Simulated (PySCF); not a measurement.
One of the candidates below gave these computed data.

| technique | computed result |
| --- | --- |
| 1H NMR | chemical shifts (computed TMS as zero) by class: 4.56 (1 H), 2.96 (2 H), 1.91 (2 H) ppm [GIAO PBE0/pcSseg-1] |
| Rotational structure | rotational constants A, B, C: 1.626, 0.990, 0.702 GHz [GFN2-xTB] |
| Dipole | 4.25 D [PBE0/pcSseg-1] |
| NMR, other nuclei | isotropic shieldings of nuclei other than C and H, by class: 245 (3 F), 256 (1 F), 403 (1 P) ppm [GIAO PBE0/pcSseg-1] |
| 13C NMR | chemical shifts (computed TMS as zero) by class: 177.3 (1 C), 131.5 (1 C), 108.6 (1 C), 39.2 (1 C), 17.6 (1 C) ppm [GIAO PBE0/pcSseg-1] |

Gas-phase values; electronic properties from PySCF, density fitting. Levels stand in brackets. The structure is a single GFN2-xTB conformer in the gas phase; no vibrational or solvent corrections. NMR values are class means; diastereotopic atoms form classes of their own.

Problem. Which candidate is it?
A. `FC1=CCCP1C(F)(F)F`
B. `FC1=C(C(F)(F)F)PCC1`
C. `FC(F)(F)c1cccpc1`
D. `c1cpcc(C2CC2)c1`

Solution. B. It is `FC1=C(C(F)(F)F)PCC1`. Numbering: `[F:1][C:2]1=[C:3]([C:4]([F:5])([F:6])[F:7])[PH:8][CH2:9][CH2:10]1`. 5 carbons fall into 5 classes; from least to most shielded: vinylic C–F carbon [C2] (177.3 ppm), CF3 carbon [C4] (131.5 ppm), fully substituted alkene carbon [C3] (108.6 ppm), allylic carbon [C10] (39.2 ppm), ring sp3 carbon bound to phosphorus [C9] (17.6 ppm). Hydrogen classes from least to most shielded: 1 H on a phosphine phosphorus, P8 (4.56 ppm), 2 H on an allylic carbon, C10 (2.96 ppm), 2 H on an sp3 carbon bound to phosphorus, C9 (1.91 ppm). The other shieldings belong to: 245 ppm, fluorine of a CF3 group [F5/F6/F7]; 256 ppm, vinyl fluorine [F1]; 403 ppm, phosphine phosphorus [P8]. The optimised geometry has point group C1 and is an asymmetric top.

The others, at the same levels:
- `FC1=CCCP1C(F)(F)F` fails: its computed 13C shifts are 172.7 (1 C), 142.3 (1 C), 130.2 (1 C), 32.9 (1 C), 24.8 (1 C) ppm, 1H shifts are 6.19 (1 H), 2.88 (2 H), 2.35 (2 H) ppm and smallest rotational constant is 0.852 GHz (against 0.702 GHz).
- `FC(F)(F)c1cccpc1` fails: it has 4 hydrogens where the 1H data count 5; its computed 13C shifts are 169.1 (1 C), 162.8 (1 C), 141.1 (1 C), 139.4 (1 C), 133.6 (1 C), 132.1 (1 C) ppm, 1H shifts are 9.72 (1 H), 9.47 (1 H), 8.38 (1 H), 8.18 (1 H) ppm and rotational constant A is 2.365 GHz (against 1.626 GHz).
- `c1cpcc(C2CC2)c1` fails: it has 9 hydrogens where the 1H data count 5; its computed 13C shifts are 163.9 (1 C), 161.8 (1 C), 155.3 (1 C), 139.1 (1 C), 126.1 (1 C), 22.3 (1 C), 15.1 (2 C) ppm, 1H shifts are 9.15 (1 H), 8.98 (1 H), 8.10 (1 H), 6.83 (1 H), 1.85 (1 H), 1.13 (2 H), 0.72 (2 H) ppm and rotational constant A is 3.451 GHz (against 1.626 GHz).

Each candidate is one conformer, not necessarily the lowest. The conformers computed, where there is a choice (atom-mapped SMILES and torsion angles):
- `[F:1][C:2]([F:3])([F:4])[c:5]1[cH:6][cH:7][cH:8][p:9][cH:10]1`: F1–C2–C5–C6 150°
- `[cH:1]1[cH:2][p:3][cH:4][c:5]([CH:6]2[CH2:7][CH2:8]2)[cH:9]1`: C4–C5–C6–C7 -144°

The conformers of `FC1=C(C(F)(F)F)PCC1` and `FC1=CCCP1C(F)(F)F` aren't listed.
